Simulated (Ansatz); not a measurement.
C2H10AlBSi (`B[SiH2][CH2][AlH][CH3]`), relaxed with RKS PBE-D4/def2-SVP in the Gaussian-basis code of Ansatz from a rough embedded geometry. The force threshold is 0.03 eV/Å; the program also tests the step.

Total charge 0; spin multiplicity 1.

Start:

```xyz
15

B    -1.209    0.306    1.745
Si   -0.729   -1.376    0.932
C     0.937   -1.222    0.146
Al    0.925    0.002   -1.454
C     0.343    1.860   -1.342
H    -0.620    0.795    2.609
H    -2.230    0.869    1.386
H    -1.693   -1.729   -0.079
H    -0.670   -2.419    2.020
H     1.336   -2.222   -0.114
H     1.669   -0.781    0.911
H     1.276   -0.662   -2.871
H     0.089    2.093   -0.267
H     1.141    2.475   -1.693
H    -0.566    2.013   -1.929
```

**Question.** How much energy does the relaxation release, and in how many steps? (An estimate is asked.)

**Answer.** Ansatz gave: 9.34 kcal/mol, in 15 steps, 1 of them rejected.

**Question.** Which bonds change most? (Best estimate.)

**Answer.** Computed: B1–Si2 from 1.928 to 2.022 Å; Si2–H8 from 1.441 to 1.514 Å; B1–H6 from 1.154 to 1.221 Å; C3–Al4 from 2.014 to 1.959 Å.

**Question.** Give the relaxed structure. (Estimate.)

**Answer.** Computed: 
```xyz
15

B    -1.002    0.662    1.336
Si   -0.684   -1.274    0.848
C     1.041   -1.428    0.058
Al    1.041   -0.100   -1.383
C     0.063    1.578   -1.002
H    -0.179    1.221    2.044
H    -2.064    1.230    1.158
H    -1.704   -1.807   -0.136
H    -0.828   -2.110    2.104
H     1.297   -2.462   -0.252
H     1.779   -1.109    0.830
H     1.694   -0.296   -2.833
H    -0.303    1.733    0.057
H     0.687    2.481   -1.181
H    -0.837    1.681   -1.646
```
